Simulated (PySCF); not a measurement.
Compound: C4H5N2O3 (doublet state).
Cartesian coordinates in Å at the GFN2-xTB level; atoms count from 1:
```xyz
14
C4H5N2O3 angstrom
C     -2.3060   -0.4798   -0.9471
O     -1.8236    0.5819   -0.1287
C     -0.5390    0.5276    0.1465
N      0.3160   -0.3932   -0.1821
C      1.4969   -0.0252    0.3564
C      2.7126   -0.7458    0.2678
O      3.7805   -0.4248    0.7725
O      1.3725    1.1765    1.0448
N      0.0535    1.5720    0.8276
H     -1.8346   -0.4433   -1.9303
H     -2.0894   -1.4445   -0.4856
H     -3.3786   -0.3240   -1.0301
H      2.5952   -1.6682   -0.3261
H     -0.3569    2.0902    1.5921
```

The hyperfine couplings belong to this conformer and change with its torsions.

As a line formula: `CO[C]1N=C(C=O)ON1` [radical].

Method used: UKS B3LYP, pcH-1 on C H N O, non-relativistic, mean-field spin-orbit, GIAO in PySCF 2.14.0. One conformer (not necessarily the lowest) at the GFN2-xTB geometry, without solvent, vibrations or thermal averaging. The geometry wasn't refined by DFT: couplings that depend on bond lengths, twists or pyramidal angles can differ widely from those at the functional's own minimum. The SCF solution wasn't tested for stability.

Principal values of hyperfine tensors in MHz (contact and dipolar terms together), for some of the nuclei:

```csv
atom,isotope,A1,A2,A3
C5,13C,-4.85,-3.10,109.90
C6,13C,-27.82,-22.20,-17.75
O8,17O,-78.04,5.54,7.23
O7,17O,-114.75,25.58,26.21
H14,1H,12.35,15.64,29.21
H13,1H,-13.45,-13.22,-1.56
C3,13C,-4.29,-2.78,27.46
N4,14N,-3.53,-3.10,-0.53
```

(1) Give the isotropic coupling of each nucleus in MHz and in mT (g = 2.0049), and the anisotropic part.

(2) What spin density at the nucleus of N4 lies behind its contact coupling (g_N = 0.40376)?

(3) N9 (14N, g_N = 0.40376) isn't in the table. Its spin density at the nucleus is 0.04001 bohr⁻³. What is its contact coupling?

(4) Which nucleus of the table has the largest anisotropic coupling, and what is its form?

(5) What first-order splitting does C5 cause when the field lies along A1, A2 or A3 of its tensor (g taken as isotropic, no quadrupole term)?

Answers

(1) a_iso is a third of the trace, T = A − a_iso, and a(mT) = a(MHz)/(g × 13.996).

| atom | a_iso (MHz) | a_iso (mT) | T1 | T2 | T3 |
| --- | --- | --- | --- | --- | --- |
| C5 | 33.98 | 1.211 | -38.84 | -37.08 | 75.92 |
| C6 | -22.59 | -0.805 | -5.23 | 0.39 | 4.84 |
| O8 | -21.76 | -0.775 | -56.29 | 27.30 | 28.99 |
| O7 | -20.99 | -0.748 | -93.76 | 46.57 | 47.19 |
| H14 | 19.07 | 0.679 | -6.72 | -3.43 | 10.14 |
| H13 | -9.41 | -0.335 | -4.04 | -3.82 | 7.85 |
| C3 | 6.80 | 0.242 | -11.08 | -9.58 | 20.66 |
| N4 | -2.39 | -0.085 | -1.14 | -0.72 | 1.86 |

(2) a_FC = 800.24 MHz bohr³ × g_N × ρ(0)/(2S). With a_FC = -2.39 MHz and 2S = 1, ρ(0) = -0.007389 bohr⁻³.

(3) By the same relation, a_FC = 12.93 MHz. Its full tensor has the principal values 7.21, 7.50, 24.07 MHz.

(4) O7: -93.8, 46.6, 47.2 MHz, axial, in the ratio +1:+1:−2.

(5) 2 lines (I = 1/2), spaced by |A_i|/(g × 13.996): 0.17, 0.11, 3.92 mT along the axes of A1, A2 and A3.

The SMILES draws the unpaired electron on C3; the largest computed Mulliken spin population is on C5 (0.41 against 0.10).
